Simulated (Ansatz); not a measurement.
How methods differ on InCl (SMILES [Cl][In])

InCl: 2 atoms, total charge 0, spin state singlet. SMILES: `[Cl][In]`. The coordinates come from a PBE0-D4/def2-TZVP relaxation.

```xyz
2

Cl    0.0000    0.0000   -0.0139
In    0.0000    0.0000    2.3996
```

Each level gives the energy change with the Cl1–In2 bond stretched from 2.414 to 6.034 Å (eV). The values are calculated.

```csv
level,kind,program,value (eV),less FCI/STO-3G
HF/STO-3G (restricted),Hartree–Fock,Ansatz,6.01,+0.25
SVWN5/STO-3G (restricted),LDA,Ansatz,5.31,-0.45
revPBE/STO-3G (restricted),GGA,Ansatz,4.86,-0.90
BHLYP/STO-3G (restricted),global hybrid,Ansatz,5.83,+0.07
HSE06/STO-3G (restricted),range-separated hybrid,Ansatz,5.44,-0.32
B2PLYP/STO-3G (restricted),double hybrid,Ansatz,5.06,-0.70
MP2/STO-3G (restricted),perturbation theory,Ansatz,6.01,+0.25
CCSD(T)/STO-3G (restricted),coupled cluster or CI,Ansatz,6.03,+0.27
FCI/STO-3G,exact in the basis,Ansatz,5.76,0.00
```

FCI/STO-3G is exact within its basis and frozen core, so for wave-function methods in that basis the difference is their error; functionals converge differently with the basis, so for them it is only a difference. All-electron rows without a relativistic Hamiltonian named are non-relativistic. The first shape isn't each level's own minimum. The values span 4.86 to 6.03 eV. All rows use very small basis sets, so even the best lies far from the true value. In the correlated wave-function rows the outer d shell of In is correlated, in sets not made for it.
